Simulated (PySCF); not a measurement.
Isomers of C6H10O2, one GFN2-xTB conformer each. Single-point energies are computed at PBE0/pcSseg-1 (PySCF, gas phase, no added dispersion term), electronic only.

```json
{"SMILES": "O=CC1CCOCC1", "GFN2-xTB relative energy (kcal/mol)": "8.2"}
{"SMILES": "C/C=C\\COC(C)=O", "GFN2-xTB relative energy (kcal/mol)": "10.5"}
{"SMILES": "C=C[C@@H](C)OC(C)=O", "GFN2-xTB relative energy (kcal/mol)": "10.5"}
{"SMILES": "C=C(C)COC(C)=O", "GFN2-xTB relative energy (kcal/mol)": "8.9"}
{"SMILES": "C[C@@H]1COCCC1=O", "GFN2-xTB relative energy (kcal/mol)": "0.0"}
{"SMILES": "CC(=O)O[C@@H]1C[C@@H]1C", "GFN2-xTB relative energy (kcal/mol)": "4.6"}
{"SMILES": "C=CC(=O)OC(C)C", "GFN2-xTB relative energy (kcal/mol)": "9.8"}
{"SMILES": "C=C/C=C/OCOC", "GFN2-xTB relative energy (kcal/mol)": "39.7"}
{"SMILES": "CCC[C@H]1COC1=O", "GFN2-xTB relative energy (kcal/mol)": "3.0"}
{"SMILES": "CO[C@@]12CCC[C@@H]1O2", "GFN2-xTB relative energy (kcal/mol)": "5.8"}
```

Conformers: `[O:1]=[CH:2][CH:3]1[CH2:4][CH2:5][O:6][CH2:7][CH2:8]1` with O1–C2–C3–C4 141°, C2–C3–C4–C5 -72°, C3–C4–C5–O6 -58°, C4–C5–O6–C7 62°, C5–O6–C7–C8 -61°; `[CH3:1]/[CH:2]=[CH:3]\[CH2:4][O:5][C:6]([CH3:7])=[O:8]` with C2–C3–C4–O5 135°, C3–C4–O5–C6 90°, C4–O5–C6–C7 -178°; `[CH2:1]=[CH:2][C@@H:3]([CH3:4])[O:5][C:6]([CH3:7])=[O:8]` with C1–C2–C3–C4 112°, C2–C3–O5–C6 151°, C3–O5–C6–C7 -179°; `[CH2:1]=[C:2]([CH3:3])[CH2:4][O:5][C:6]([CH3:7])=[O:8]` with C1–C2–C4–O5 127°, C2–C4–O5–C6 -86°, C4–O5–C6–C7 180°; `[CH3:1][C@@H:2]1[CH2:3][O:4][CH2:5][CH2:6][C:7]1=[O:8]` with C1–C2–C3–O4 180°, C2–C3–O4–C5 62°, C3–O4–C5–C6 -61°, O4–C5–C6–C7 56°; `[CH3:1][C:2](=[O:3])[O:4][C@@H:5]1[CH2:6][C@@H:7]1[CH3:8]` with C1–C2–O4–C5 180°, C2–O4–C5–C6 -162°; `[CH2:1]=[CH:2][C:3](=[O:4])[O:5][CH:6]([CH3:7])[CH3:8]` with C1–C2–C3–O4 -1°, C2–C3–O5–C6 180°, C3–O5–C6–C7 83°; `[CH2:1]=[CH:2]/[CH:3]=[CH:4]/[O:5][CH2:6][O:7][CH3:8]` with C1–C2–C3–C4 180°, C3–C4–O5–C6 0°, C4–O5–C6–O7 178°, O5–C6–O7–C8 67°; `[CH3:1][CH2:2][CH2:3][C@H:4]1[CH2:5][O:6][C:7]1=[O:8]` with C1–C2–C3–C4 180°, C2–C3–C4–C5 77°; `[CH3:1][O:2][C@@:3]12[CH2:4][CH2:5][CH2:6][C@@H:7]1[O:8]2` with C1–O2–C3–C4 81°, O2–C3–C4–C5 166°, C3–C4–C5–C6 -29°, C4–C5–C6–C7 30°, C5–C6–C7–O8 44°.

Task: What does PBE0/pcSseg-1 give for the same structures?

Result: 
```json
{"SMILES": "C=CC(=O)OC(C)C", "PBE0/pcSseg-1 E (Eh)": "-384.61743", "PBE0/pcSseg-1 (kcal/mol)": "0.0", "GFN2-xTB (kcal/mol)": "9.8", "point group": "C1"}
{"SMILES": "CCC[C@H]1COC1=O", "PBE0/pcSseg-1 E (Eh)": "-384.61635", "PBE0/pcSseg-1 (kcal/mol)": "0.7", "GFN2-xTB (kcal/mol)": "3.0", "point group": "C1"}
{"SMILES": "C[C@@H]1COCCC1=O", "PBE0/pcSseg-1 E (Eh)": "-384.61485", "PBE0/pcSseg-1 (kcal/mol)": "1.6", "GFN2-xTB (kcal/mol)": "0.0", "point group": "C1"}
{"SMILES": "C=C(C)COC(C)=O", "PBE0/pcSseg-1 E (Eh)": "-384.61395", "PBE0/pcSseg-1 (kcal/mol)": "2.2", "GFN2-xTB (kcal/mol)": "8.9", "point group": "C1"}
{"SMILES": "C=C[C@@H](C)OC(C)=O", "PBE0/pcSseg-1 E (Eh)": "-384.61334", "PBE0/pcSseg-1 (kcal/mol)": "2.6", "GFN2-xTB (kcal/mol)": "10.5", "point group": "C1"}
{"SMILES": "C/C=C\\COC(C)=O", "PBE0/pcSseg-1 E (Eh)": "-384.61161", "PBE0/pcSseg-1 (kcal/mol)": "3.7", "GFN2-xTB (kcal/mol)": "10.5", "point group": "C1"}
{"SMILES": "CC(=O)O[C@@H]1C[C@@H]1C", "PBE0/pcSseg-1 E (Eh)": "-384.60724", "PBE0/pcSseg-1 (kcal/mol)": "6.4", "GFN2-xTB (kcal/mol)": "4.6", "point group": "C1"}
{"SMILES": "O=CC1CCOCC1", "PBE0/pcSseg-1 E (Eh)": "-384.60311", "PBE0/pcSseg-1 (kcal/mol)": "9.0", "GFN2-xTB (kcal/mol)": "8.2", "point group": "C1"}
{"SMILES": "CO[C@@]12CCC[C@@H]1O2", "PBE0/pcSseg-1 E (Eh)": "-384.57858", "PBE0/pcSseg-1 (kcal/mol)": "24.4", "GFN2-xTB (kcal/mol)": "5.8", "point group": "C1"}
{"SMILES": "C=C/C=C/OCOC", "PBE0/pcSseg-1 E (Eh)": "-384.54931", "PBE0/pcSseg-1 (kcal/mol)": "42.7", "GFN2-xTB (kcal/mol)": "39.7", "point group": "C1"}
```

GFN2-xTB puts C[C@@H]1COCCC1=O lowest instead; measured from each level's own lowest isomer, the values differ by up to 18.6 kcal/mol (CO[C@@]12CCC[C@@H]1O2: 5.8 against 24.4). As drawn, the lowest has a C=O bond and a C(=O)–O unit, which the highest lacks. Neighbours under 2.5 kcal/mol apart (C=CC(=O)OC(C)C and CCC[C@H]1COC1=O; CCC[C@H]1COC1=O and C[C@@H]1COCCC1=O; C[C@@H]1COCCC1=O and C=C(C)COC(C)=O; C=C(C)COC(C)=O and C=C[C@@H](C)OC(C)=O; others) can change places with a better method, another conformer or zero-point energy.

Task: Which frontier levels, dipoles and rotational constants go with these structures?

Result: 
```json
{"SMILES": "C=CC(=O)OC(C)C", "HOMO (eV, PBE0/pcSseg-1)": "-7.98", "LUMO (eV)": "-1.27", "dipole (D)": "1.64", "A, B, C (MHz)": "4762, 1119, 1015"}
{"SMILES": "CCC[C@H]1COC1=O", "HOMO (eV, PBE0/pcSseg-1)": "-7.96", "LUMO (eV)": "0.25", "dipole (D)": "4.52", "A, B, C (MHz)": "4587, 1071, 927.4"}
{"SMILES": "C[C@@H]1COCCC1=O", "HOMO (eV, PBE0/pcSseg-1)": "-7.19", "LUMO (eV)": "-0.55", "dipole (D)": "1.62", "A, B, C (MHz)": "2999, 2086, 1358"}
{"SMILES": "C=C(C)COC(C)=O", "HOMO (eV, PBE0/pcSseg-1)": "-7.41", "LUMO (eV)": "0.24", "dipole (D)": "1.99", "A, B, C (MHz)": "3702, 1295, 1139"}
{"SMILES": "C=C[C@@H](C)OC(C)=O", "HOMO (eV, PBE0/pcSseg-1)": "-7.85", "LUMO (eV)": "-0.02", "dipole (D)": "1.93", "A, B, C (MHz)": "3685, 1185, 1080"}
{"SMILES": "C/C=C\\COC(C)=O", "HOMO (eV, PBE0/pcSseg-1)": "-7.36", "LUMO (eV)": "0.29", "dipole (D)": "2.13", "A, B, C (MHz)": "6056, 865.5, 834.6"}
{"SMILES": "CC(=O)O[C@@H]1C[C@@H]1C", "HOMO (eV, PBE0/pcSseg-1)": "-7.68", "LUMO (eV)": "0.43", "dipole (D)": "2.07", "A, B, C (MHz)": "3999, 1223, 1122"}
{"SMILES": "O=CC1CCOCC1", "HOMO (eV, PBE0/pcSseg-1)": "-7.23", "LUMO (eV)": "-0.85", "dipole (D)": "2.43", "A, B, C (MHz)": "3218, 1806, 1541"}
{"SMILES": "CO[C@@]12CCC[C@@H]1O2", "HOMO (eV, PBE0/pcSseg-1)": "-7.39", "LUMO (eV)": "1.53", "dipole (D)": "1.22", "A, B, C (MHz)": "4497, 1655, 1435"}
{"SMILES": "C=C/C=C/OCOC", "HOMO (eV, PBE0/pcSseg-1)": "-6.19", "LUMO (eV)": "-0.35", "dipole (D)": "1.26", "A, B, C (MHz)": "8053, 725.0, 695.4"}
```
